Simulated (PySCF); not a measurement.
Ga(Me)3 (C3H9Ga), SMILES [CH3][Ga]([CH3])[CH3].

Coordinates come from a B3LYP-D3(BJ)/def2-SVP optimisation. The isomer is the one that the SMILES or the coordinates give; other isomers of the formula were not compared.

These are CAM-B3LYP/def2-TZVP run with PySCF values and carry that method's errors.

Isolated molecule, no solvent.

Computed frontier levels, gap, dipole moment and polarisability:
```
Property                                                                                                       Result
---------------------------------------------------------------------------------------------  ----------------------
highest occupied level                                                                                       -8.77 eV
lowest empty level                                                                                            0.34 eV
orbital gap                                                                                                   9.11 eV
dipole moment                                                                                                  0.00 D
quadrupole, principal values (traceless, Buckingham form, about the centre of nuclear charge)  -2.72, -2.71, 5.43 D·Å
mean static polarisability                                                                       66.1 bohr³ (9.79 Å³)
polarisability, principal values                                                               52.5, 72.8, 72.9 bohr³
```
